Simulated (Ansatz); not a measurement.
Reaction (germylene formation by 1,1-elimination): `[Cl][GeH2][Br]` → `[Cl][Ge][Br]` + H₂

Gas-phase electronic energies from Ansatz, PBE0-D4/def2-TZVP geometries. CCSD(T)/CBS adds triple-zeta CCSD(T) − MP2 to the extrapolated MP2 energy (def2 sets, frozen cores). This one scheme is used for every species. DFT in def2-TZVPP. For Br, Ge outer-core shells are correlated without core-valence functions, which leaves a few kJ/mol of doubt a bond. Scalar relativity is left out up to krypton.

CCSD(T)/CBS gives +0.63 eV.

Q: Another level gave +0.80 eV. Which?
A. BLYP/def2-TZVPP
B. BLYP-D4/def2-TZVPP
C. CCSD(T)/def2-TZVPP
D. PBE-QIDH/def2-TZVPP

A: C. CCSD(T)/def2-TZVPP 0.80, BLYP-D4 0.14, PBE-QIDH 0.91, BLYP 0.10 eV.

Largest T1 diagnostic among the species: 0.011.

At CCSD(T), def2-SVP lies +0.16 eV from the extrapolated value and def2-TZVPP +0.17 eV. The D4 term adds +0.03 eV with B3LYP and +0.02 eV with PBE0; it sums over pairs of atoms, weighted by their polarisabilities, and B3LYP, whose exchange is more repulsive, gets the larger term.

B3LYP here is the variant with VWN-RPA as its local correlation; programs differ in this.
